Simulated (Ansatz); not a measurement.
Z-matrix (Å, degrees):
```
C
O 1 1.438
B 1 1.540 2 119.6
Ge 1 1.924 2 63.2 3 105.8
H 1 1.091 2 114.5 3 -148.3
F 3 1.321 1 122.1 2 13.1
F 3 1.324 1 120.6 2 -169.7
H 4 1.523 1 119.3 2 95.0
H 4 1.522 1 121.1 2 -93.1
```

Charge 0, multiplicity 1.

Task: List the B3LYP/def2-TZVPP orbital energies in eV (Ansatz 0.2.0). (Best estimate.)

Result: The calculation gave: Occupied: -10851.29, -1355.63, -1206.56, -1206.52, -1206.51, -672.02, -672.00, -520.79, -278.37, -186.22, -170.21, -120.51, -120.45, -120.40, -34.18, -34.06, -34.00, -33.97, -33.95, -33.72, -32.94, -27.61, -18.21, -15.74, -15.52, -14.67, -13.84, -13.45, -12.41, -12.02, -11.52, -11.39, -10.92, -10.27, -7.91, -7.39. Lowest empty: -1.54, -0.51, 0.24, 0.72, 1.43, 2.05, 2.34, 2.62.

B3LYP here is the variant with VWN-RPA as its local correlation; programs differ in this.
